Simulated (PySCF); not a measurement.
Species: C4H8NO2Si (doublet state).
Z-matrix (Å and degrees, GFN2-xTB geometry), rows numbered from 1:
```
O 
C   1  1.1939
O   2  1.3233  1  126.68
C   3  1.4284  2  116.16  1    -3.00
C   4  1.5099  3  112.44  2   -68.41
N   5  1.2779  4  125.29  3   -17.04
C   6  1.3012  5  134.21  4   -16.68
Si  7  1.8714  6  120.06  5   153.41
H   2  1.1032  1  124.77  3   179.08
H   4  1.0960  3  105.07  2   171.07
H   4  1.0957  3  109.60  2    53.46
H   5  1.0797  4  116.57  3   157.48
H   7  1.0905  6  119.30  5   -31.48
H   8  1.4601  7  109.88  6   -34.53
H   8  1.4667  7  106.49  6  -154.93
H   8  1.4680  7  110.51  6    86.81
```

The hyperfine couplings belong to this conformer and change with its torsions.

The species is `O=COC/C=N\[CH][SiH3]` [radical].

Level of theory: PySCF 2.14.0, UKS B3LYP, pcH-1 on C H N O Si, non-relativistic, mean-field spin-orbit, GIAO. One conformer (not necessarily the lowest) at the GFN2-xTB geometry, without solvent, vibrations or thermal averaging. GFN2-xTB frequencies show an imaginary mode (44i cm⁻¹), so this geometry is no minimum at that level. Couplings are sensitive to structure, and on GFN2-xTB geometries they can be far from those on DFT ones. The frame is twisted about the N6–C7 bond at this geometry (dihedral C5–N6–C7–H13 = -31°); couplings at other torsion angles weren't computed. Stability of the SCF solution: not tested.

Where do the isotropic ENDOR lines of N6, H10/H11, H14/H15/H16, H13 and H12 fall at 337.3 mT, to first order?

For S = 1/2 in fast tumbling each set of equivalent nuclei gives two lines, ν± = |νn ± a/2| to first order, with νn = g_N μN B/h and μN/h = 7.62259 MHz/T.

```
     nuclei  isotope     g_N  νn (MHz)  a_iso (MHz)  lower line (MHz)  upper line (MHz)
         N6      14N  0.4038      1.04        19.94              8.93             11.01
    H10/H11       1H  5.5857     14.36        32.47              1.87             30.59
H14/H15/H16       1H  5.5857     14.36        25.13              1.80             26.93
        H13       1H  5.5857     14.36        -8.90              9.91             18.81
        H12       1H  5.5857     14.36        -6.73             10.99             17.73
```

Which pairs are centred on the nuclear Larmor frequency, and which on half the coupling?

Centred on νn, since |a| < 2νn: H14/H15/H16, H13 and H12. Centred on |a|/2 and split by 2νn: N6 and H10/H11.

At what field would the lower line of H10/H11 fall to zero frequency?

Where νn = |a|/2, that is B = 16.23 MHz/(5.5857 × 7.62259 MHz/T) = 381 mT, as far as first order holds there.

Class means assume fast exchange of nuclei equivalent by connectivity; if that motion is slow, each nucleus keeps its own coupling. The three 1H nuclei of mean +25.1 MHz run from 0.9 to 63.1 MHz in the frozen geometry. The 1H value of +32.5 MHz is a mean of couplings from 6.3 to 58.7 MHz in this one geometry, not an average over conformers.

The Mulliken spin populations are largest on C7 (+0.59) and C5 (+0.39). The angles at C7 add up to 359.8°, so it is planar.

The run took 2.1 min of wall time (with the writing of density and orbital grids) on an Arm Neoverse V2 with one thread, on a shared host, and the process peaked at 0.98 GiB of memory.
